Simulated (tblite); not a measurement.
C7H5N2 (doublet state).
SMILES: `[CH]=C1CC(C#N)(C#N)C1`

All values are computed: GFN2-xTB (tblite) harmonic vibrations without scaling, gas phase. Against measured fundamentals such values can be off by several per cent, at times by over 20. Open shells enter through the occupations alone, without spin polarisation, and single modes of such species can be off by tens of per cent.

Harmonic wavenumbers (cm⁻¹): 42.6, 115.8, 158.1, 164.8, 221.8, 323.9, 365.7, 462.7, 479.0, 489.7, 566.0, 568.6, 622.8, 667.3, 771.6, 811.8, 883.0, 888.5, 1003.8, 1021.9, 1048.4, 1048.5, 1138.6, 1191.9, 1218.0, 1243.2, 1420.9, 1429.2, 1779.0, 2394.6, 2413.7, 2996.6, 3003.3, 3005.6, 3008.5, 3252.9.

A = 2473, B = 1423, C = 1059 MHz; mass 117.045 u (most abundant isotopes); point group Cs, symmetry number 1; spin multiplicity 2.

Task: Zero-point energy?

Result: ½Σν̃ = 21111 cm⁻¹ = 60.36 kcal/mol.

Task: Entropy at 273.15 K, 1 bar (ideal gas, RRHO, classical rotation)?

Result: Translation 39.78, rotation 28.59, vibration 20.76, spin (R ln 2) 1.38: S = 90.5 cal/(mol K).

Task: And Cp and H(273.15 K) − H(0)?

Result: Cp = 31.35 cal/(mol K), of which vibrations give 23.40 (their classical limit is 36 R = 71.5); H(273.15 K) − H(0) = 5.27 kcal/mol without the zero-point energy, 3.10 from vibrations.

Task: Blend soft modes into free rotors: weight 1/[1 + (100 cm⁻¹/ν̃)⁴] for the oscillator and the rest for a rotor with moment μB/(μ + B), μ = h/(8π²ν), B = 10⁻⁴⁴ kg m². What vibrational entropy results?

Result: 19.32 cal/(mol K) in place of 20.76, which changes −T·S at 273.15 K by +0.39 kcal/mol.

Task: How do the functions run with temperature in this model?

Result: 
```tsv
T (K)	S (cal/(mol K))	Cp (cal/(mol K))	H − H(0) (kcal/mol)	G − H(0) (kcal/mol)	ln q(vib)
150	75.3	20.4	2.08	-9.22	2.22
250	87.8	29.4	4.57	-17.39	4.25
298.15	93.3	33.4	6.08	-21.75	5.26
400	104.2	40.9	9.88	-31.82	7.41
600	122.9	51.3	19.17	-54.59	11.54
900	145.7	60.7	36.10	-95.02	17.26
```

q(vib) and H(0) count from the zero-point level.

Task: What must be added to the electronic energy to get the Gibbs energy at 273.15 K and 1 bar?

Result: ZPE + [H(273.15 K) − H(0)] − T·S = 60.36 + 5.27 − 24.72 = 40.91 kcal/mol.

Hindered rotation and anharmonicity are outside this model.
